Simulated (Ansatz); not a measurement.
Au4O2⁻, relaxed as a doublet with UKS r2SCAN-D4/def2-SVPD in Ansatz, starting from the GFN1-xTB geometry. Force threshold 0.02 eV/Å.

In the def2 sets Au takes a core potential; there is no spin–orbit coupling. The structure comes from a short search, and lower isomers may exist.

Start:

```xyz
6

Au    2.8884    0.3189   -2.5718
Au    1.0102    0.0987   -0.8947
Au   -1.1045   -0.3455    0.4824
Au    0.7634    1.0507    1.6218
O    -1.6756    0.2033    2.0634
O    -1.8819   -1.3261   -0.7012
```

**Question.** Estimate the energy that the relaxation releases and the steps that it takes.

**Answer.** 3.16 eV, in 20 steps; 5 min on 4 threads of Arm Neoverse V1 on a shared host. No frequencies were taken in this run, so the end may be a saddle point.

**Question.** Does the start keep its bonding and symmetry?

**Answer.** Bonds formed: Au1–Au4, Au2–O6, Au4–O5 (atoms count from 1). The end is the same structure that another start reached, the lowest one found.

**Question.** Predict the relaxed structure.

**Answer.** 
```xyz
6

Au    2.503    0.738   -1.175
Au    0.263   -0.582   -1.544
Au   -1.412   -0.417    0.663
Au    0.984    0.952    0.957
O    -0.705    0.642    2.158
O    -1.633   -1.333   -1.060
```
Bond lengths (bridged metal pairs left out): 4 × Au–O 1.96 to 2.10 Å; 3 × Au–Au 2.63 to 3.02 Å.
